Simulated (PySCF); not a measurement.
# Mayer bond orders and bond lengths

C₅H₁₀N₂SSi.
Numbering: `[NH2:1][SiH:2]([NH2:3])[CH2:4][c:5]1[cH:6][cH:7][cH:8][s:9]1` (hydrogens: H10, H11 on N1; H12 on Si2; H13, H14 on N3; H15, H16 on C4; H17 on C6; H18 on C7; H19 on C8)

Cartesian coordinates in Å at the GFN2-xTB level; atoms count from 1:
```xyz
19
C5H10N2SSi angstrom
N     -3.1663   -0.4710    0.9134
Si    -1.4853   -0.1056    0.9908
N     -1.1161    1.5688    0.7709
C     -0.6604   -0.9770   -0.4958
C      0.7695   -0.6245   -0.5773
C      1.3631    0.3402   -1.3318
C      2.7559    0.4529   -1.1100
C      3.2082   -0.4224   -0.1808
S      1.9361   -1.4077    0.4429
H     -3.6433   -0.3990    0.0296
H     -3.7616   -0.1281    1.6479
H     -1.0367   -0.6920    2.2581
H     -0.1807    1.8233    0.4956
H     -1.4771    2.2465    1.4228
H     -1.1525   -0.6825   -1.4219
H     -0.7792   -2.0522   -0.3788
H      0.8222    0.9492   -2.0349
H      3.3869    1.1550   -1.6266
H      4.2076   -0.5648    0.1787
```

Bond orders from the PBE0/pcSseg-1 density (PySCF). Isolated species at its GFN2-xTB geometry (one conformer only).

Question: How far do the computed orders between heavy atoms stray from the drawn ones?

Answer: The largest departure is 0.357, at C8–S9 (drawn aromatic, 1.143), counting aromatic bonds as 1.5. Drawn single, order below 0.88: Si2–C4 (0.856). The bonds drawn aromatic range from 1.14 to 1.60.

Question: Give the Mayer order of every bond, beside its length.

Answer: 
| bond | drawn as | length (Å) | Mayer order |
| --- | --- | --- | --- |
| N1–Si2 | single | 1.722 | 1.063 |
| Si2–N3 | single | 1.729 | 1.049 |
| Si2–C4 | single | 1.910 | 0.856 |
| C4–C5 | single | 1.475 | 1.043 |
| C5–C6 | aromatic | 1.361 | 1.554 |
| C6–C7 | aromatic | 1.415 | 1.258 |
| C7–C8 | aromatic | 1.354 | 1.600 |
| C8–S9 | aromatic | 1.726 | 1.143 |
| S9–C5 | aromatic | 1.736 | 1.167 |
| N1–H10 | single | 1.007 | 0.947 |
| N1–H11 | single | 1.006 | 0.949 |
| Si2–H12 | single | 1.467 | 0.895 |
| N3–H13 | single | 1.008 | 0.936 |
| N3–H14 | single | 1.007 | 0.952 |
| C4–H15 | single | 1.089 | 0.936 |
| C4–H16 | single | 1.088 | 0.932 |
| C6–H17 | single | 1.076 | 0.984 |
| C7–H18 | single | 1.076 | 0.972 |
| C8–H19 | single | 1.072 | 0.960 |

Bonds between the same two heavy elements. N–Si: all 2 within 0.02 of one another (1.049 to 1.063). C–C: lowest C4–C5 (1.043, 1.475 Å), highest C7–C8 (1.600, 1.354 Å). C–S: lowest C8–S9 (1.143, 1.726 Å), highest S9–C5 (1.167, 1.736 Å); in 1 of the 1 pairs the longer bond (by over 0.003 Å) has the higher order (by 0.02 or more).

Question: Sum the orders of all bonds at each heavy atom with more than one neighbour and set the sums beside the valence in the SMILES.

Answer: N1 2.959 (drawn 3), Si2 3.863 (drawn 4), N3 2.937 (drawn 3), C4 3.767 (drawn 4), C5 3.764 (drawn 4), C6 3.796 (drawn 4), C7 3.830 (drawn 4), C8 3.703 (drawn 4), S9 2.310 (drawn 2). Orders between atoms that aren't bonded are not in these sums.

Mayer orders depend on the basis set.

The run behind these numbers computed NMR shieldings as well. Time: 81 s of wall time; peak memory 1.0 GiB. Hardware: one thread, Arm Neoverse N1 (aarch64), no GPU, shared host with 64 logical CPUs at a one-minute load of 62.
